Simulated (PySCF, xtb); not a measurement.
C₂H₂F, SMILES C=[C]F (connectivity only; charge and spin as stated), charge +1, multiplicity 1.

Harmonic wavenumbers (cm⁻¹) from GFN2-xTB (xtb 6.7.1) at its own minimum, in rising order: 348, 389, 673, 787, 1011, 1184, 2207, 2830, 2907.

Problem. What does PySCF 2.14.0 with PBE0-D3(BJ)/def2-TZVP give at its own minimum? (An estimate is asked for; the answer gives what the named calculation found.)

Solution. 331, 407, 786, 839, 1097, 1279, 2156, 3061, 3138. Paired by order, the mean absolute difference is 99 cm⁻¹ and the zero-point energies are 17.6 and 18.7 kcal/mol.
